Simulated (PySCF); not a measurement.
Fractional electron number in Br(2+) (bromine, charge +2)

The 4p alpha orbital of [Ar] 3d10 4s2 4p3 is emptied in steps (occupation f), with all orbitals relaxed, ending at [Ar] 3d10 4s2 4p2. All numbers are calculated (PySCF 2.14, scalar relativity by spin-free X2C-1e, in x2c-TZVPall). The exact energy is a straight line in f; departures are measured from the line between the end points of the same method.

| f | UHF (eV) | LDA (eV) | PBE (eV) | PBE0 (eV) | r2SCAN (eV) | LC-wPBE (eV) | BHandHLYP (eV) | wB97X (eV) | TPSS (eV) | CAM-B3LYP (eV) |
| --- | --- | --- | --- | --- | --- | --- | --- | --- | --- | --- |
| 1 | 0.000 | 0.000 | 0.000 | 0.000 | 0.000 | 0.000 | 0.000 | 0.000 | 0.000 | 0.000 |
| 0.75 | 0.105 | -1.097 | -1.065 | -0.773 | -1.005 | -0.225 | -0.501 | -0.282 | -1.040 | -0.521 |
| 0.5 | 0.138 | -1.465 | -1.418 | -1.027 | -1.323 | -0.294 | -0.666 | -0.374 | -1.382 | -0.694 |
| 0.25 | 0.102 | -1.099 | -1.060 | -0.765 | -0.977 | -0.216 | -0.499 | -0.281 | -1.030 | -0.519 |
| 0 | 0.000 | 0.000 | 0.000 | 0.000 | 0.000 | 0.000 | 0.000 | 0.000 | 0.000 | 0.000 |

Task: For PBE0, how does the orbital energy at f = 1 compare with the removal energy?

Result: −ε = 31.104 eV against a total-energy difference of 35.240 eV. By Janak's theorem ε = ∂E/∂f, so the gap between them reflects the curvature. Along the path −ε is 33.188 (f = 0.75), 35.261 (f = 0.5), 37.302 (f = 0.25) eV.

```
   method  E(f=0) − E(f=1) (eV)  −ε at f=1 (eV)  −ε at f=0.5 (eV)
      UHF                34.651          35.217            34.644
      LDA                35.315          29.478            35.310
      PBE                35.129          29.445            35.144
     PBE0                35.240          31.104            35.261
   r2SCAN                35.459          30.051            35.538
  LC-wPBE                35.283          34.069            35.307
BHandHLYP                35.079          32.406            35.085
    wB97X                34.975          33.466            34.977
     TPSS                35.207          29.650            35.232
CAM-B3LYP                35.165          32.383            35.171
```

Reference removal energy between the ground levels: 34.871 ± 0.019 eV (measured; NIST Atomic Spectra Database, ionization energies). The calculation has no spin-orbit coupling. UHF lacks correlation.
